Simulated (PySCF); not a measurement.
Cl3Sc, SMILES [Cl][Sc-]([Cl])[Cl] (connectivity only; charge and spin as stated), charge -1, multiplicity 2. Atoms are numbered in the order given.

```xyz
4

Sc     0.0000     0.0000     0.0000
Cl     2.4073     0.0000     0.0000
Cl    -1.2036     2.0848     0.0000
Cl    -1.2036    -2.0848     0.0000
```
Charge -1, spin multiplicity 2.

Geometry optimised at B3LYP-D3(BJ)/def2-SVPD. The multiplicity is an assumed one; other spin states were not compared.

Computed with PBE/def2-TZVPD (PySCF).

Mulliken values depend strongly on the basis, most of all with diffuse functions as here. ESP charges are fitted to the potential on shells at 1.4 to 2.0 van der Waals radii. Atomic charges (e):

| atom | ESP fit | Mulliken | Mulliken spin |
|---|---|---|---|
| Sc1 | (withheld) | 0.57 | 1.13 |
| Cl2 | (withheld) | -0.52 | -0.04 |
| Cl3 | (withheld) | -0.52 | -0.04 |
| Cl4 | (withheld) | -0.52 | -0.04 |

### Question
What belongs in the gaps? (Estimate from the structure and the level; the computed values follow.)

### Answer

- Sc1, ESP fit: 0.36
- Cl2, ESP fit: -0.45
- Cl3, ESP fit: -0.45
- Cl4, ESP fit: -0.45
